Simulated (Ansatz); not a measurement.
Cs₃, relaxed as a quartet with UKS PBE/def2-TZVP in Ansatz, starting from the PBE/def2-TZVP geometry of the neutral doublet. Force threshold 0.02 eV/Å.

In the def2 sets Cs takes a core potential; there is no spin–orbit coupling. At PBE/def2-TZVP a doublet of charge 0 lies 0.59 eV below the quartet, each at its own geometry. The structure comes from a short search, and lower isomers may exist.

Start:

```csv
atom,x (Å),y (Å),z (Å)
Cs1,-3.243,-0.686,0.445
Cs2,1.399,-0.440,2.109
Cs3,1.844,1.126,-2.555
```

(1) Estimate the energy that the relaxation releases and the steps that it takes.

(2) Does the start keep its bonding?

(3) Predict the relaxed structure.

## Answers

(1) 2.3 kcal/mol, in 6 steps; 17 s on 4 threads of Arm Neoverse V2 on a shared host. No frequencies were taken in this run, so the end may be a saddle point.

(2) By distances, no bond broke or formed, bridged metal pairs apart. The bond that changes most is Cs1–Cs2, from 4.94 to 5.75 Å (atoms count from 1). Metal–metal contacts that move far: Cs1–Cs2 4.94 to 5.75 Å, Cs2–Cs3 4.94 to 5.75 Å.

(3) 
```xyz
3

Cs   -3.261   -0.554    0.024
Cs    1.811   -0.569    2.728
Cs    1.450    1.124   -2.753
```
Bond lengths (bridged metal pairs left out): 3 × Cs–Cs 5.72 to 5.75 Å.
